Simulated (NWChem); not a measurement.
**Cl$_{4}$Se in NWChem**

SMILES: Cl[Se](Cl)(Cl)Cl
```xyz
5

Se     0.0000     0.0000    -0.4073
Cl     0.0000    -1.7112     0.9774
Cl    -2.3581     0.0000    -0.5700
Cl     0.0000     1.7112     0.9774
Cl     2.3581     0.0000    -0.5700
```
Charge 0, spin multiplicity 1.

Everything below was run with NWChem. All single points use one geometry, from B3LYP/def2-SVP, a minimum by its harmonic frequencies.

Symmetry labels belong to the abelian group C2v used in the runs, with the axes of the coordinates shown; states degenerate in a higher group split over its labels.

The Hamiltonian is non-relativistic. The structure started from a generated list of species.

### Question
List the lowest 4 singlet excitations that CIS/def2-SVP gives, with oscillator strengths.

### Answer
| state | symmetry | energy (eV) | wavelength (nm) | f |
|---|---|---|---|---|
| 1 | a1 | 4.12 | 301 | 0.005 |
| 2 | b2 | 4.22 | 294 | 0.016 |
| 3 | b1 | 4.90 | 253 | 0.003 |
| 4 | a2 | 4.94 | 251 | 0.000 |
